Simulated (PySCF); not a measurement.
C₆ coefficients of unlike pairs at PBE0

Calculated with PySCF 2.14 from the dipole response of each species, C₆(A,B) = (3/π) ∫ α_A(iu) α_B(iu) du, in atomic units, from isotropic polarisabilities. For ions this is the dispersion term alone; charge-induced terms of lower order in 1/R come first.

```tsv
species	configuration	basis	relativity	α (bohr³)	C₆ (like pair)
Xe	[Xe] (1S)	x2c-TZVPPall with one added diffuse shell each of s, p, d, f type (9s7p5d3f)	spin-free X2C	27.05	287.4
P³⁺	[Ne] 3s2 (1S)	aug-cc-pV(T+d)Z with one added diffuse shell each of s, p, d, f type (7s6p5d3f)	none	6.826	17.36
Li	[He] 2s1 (2S)	aug-cc-pVDZ-DK (4s3p2d)	spin-free X2C	147.3	1190
O³⁺	[He] 2s2 2p1 (2P)	dyall-av2z (11s7p2d)	none	1.359	1.265
```

Problem. Estimate C₆ for P³⁺ with Xe.

Solution. The integral gives 70.53. The combination rule 2 C_A C_B / (C_A α_B/α_A + C_B α_A/α_B) gives 70.62 and the geometric mean 70.64.

No spin-orbit coupling is included.

The other pairs:

```json
{"pair": "Li, P³⁺", "C₆": "96.41"}
{"pair": "O³⁺, Xe", "C₆": "18.40"}
{"pair": "O³⁺, P³⁺", "C₆": "4.453"}
{"pair": "Li, Xe", "C₆": "382.8"}
{"pair": "O³⁺, Li", "C₆": "20.31"}
```
